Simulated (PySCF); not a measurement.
Deuteron quadrupole couplings in `FC1CCC2(CC1)CC2`

Species: C₈H₁₃F.
Structure used (GFN2-xTB), in Å, numbered top down from 1:
```
atom  x, y, z in Å
F1     3.0882   -0.6253   -0.8802
C2     1.9940   -0.3425   -0.0774
C3     1.3885    0.9890   -0.5028
C4     0.1652    1.3003    0.3582
C5    -0.8418    0.1729    0.2633
C6    -0.2447   -1.1595    0.6663
C7     0.9772   -1.4707   -0.1969
C8    -1.8522    0.2050   -0.8452
C9    -2.2818    0.4548    0.5716
H10    2.3883   -0.2814    0.9462
H11    2.1367    1.7784   -0.4109
H12    1.0949    0.9173   -1.5520
H13    0.4760    1.4226    1.3999
H14   -0.2854    2.2379    0.0299
H15    0.0546   -1.1203    1.7178
H16   -0.9843   -1.9540    0.5572
H17    1.4361   -2.4127    0.1085
H18    0.6789   -1.5602   -1.2435
H19   -1.8415    1.0413   -1.5279
H20   -2.1413   -0.7265   -1.3077
H21   -2.8581   -0.3073    1.0737
H22   -2.5580    1.4602    0.8512
```

Level: PBE0/pcSseg-1 (PySCF, non-relativistic); Q(2H) = 0.00286 b; rigid geometry, the same for H and D, with no vibrational averaging.

Task: Rank these positions by the coupling χzz of a deuteron there, largest first.
A. H10 (methine hydrogen)
B. H19 (methylene hydrogen)
C. H11 (methylene hydrogen)

Result: B (224 kHz), C (205 kHz), A (189 kHz).

Task: Tabulate Vzz, the asymmetry η and χzz = 234.96 MHz × Q × Vzz for every hydrogen position.

Result: 
| atom | bonded to | bond length (Å) | Vzz (au) | η | χzz (kHz) |
| --- | --- | --- | --- | --- | --- |
| H10 | C2 | 1.099 | 0.2815 | 0.07 | 189 |
| H11 | C3 | 1.091 | 0.3050 | 0.01 | 205 |
| H12 | C3 | 1.092 | 0.3021 | 0.02 | 203 |
| H13 | C4 | 1.094 | 0.3004 | 0.00 | 202 |
| H14 | C4 | 1.091 | 0.3057 | 0.02 | 205 |
| H15 | C6 | 1.094 | 0.3001 | 0.00 | 202 |
| H16 | C6 | 1.091 | 0.3057 | 0.02 | 205 |
| H17 | C7 | 1.091 | 0.3050 | 0.01 | 205 |
| H18 | C7 | 1.092 | 0.3021 | 0.02 | 203 |
| H19 | C8 | 1.080 | 0.3327 | 0.07 | 224 |
| H20 | C8 | 1.079 | 0.3330 | 0.07 | 224 |
| H21 | C9 | 1.079 | 0.3330 | 0.07 | 224 |
| H22 | C9 | 1.079 | 0.3328 | 0.07 | 224 |

Task: How does χzz go with the bond length over the 13 C–H bonds?

Result: A straight-line fit has a slope of -16.5 kHz for each 0.01 Å, with a correlation coefficient of -0.99, over lengths from 1.079 to 1.099 Å. The longer bonds have the smaller couplings here.

Task: Give the 2H NMR doublet splittings at H20 for a magnetic field along the z, y and x axes of the gradient: 3χ/2, 3χ(1 + η)/4, 3χ(1 − η)/4.

Result: With |χ| = 223.8 kHz and η = 0.073: 336, 180 and 156 kHz, to first order and without motion.

One conformer (not necessarily the lowest) at the GFN2-xTB geometry, without solvent, vibrations or thermal averaging. GFN2-xTB bond lengths can be off by several hundredths of an ångström, more for odd bonds, and the gradients follow them. The small basis limits the accuracy of the gradients.
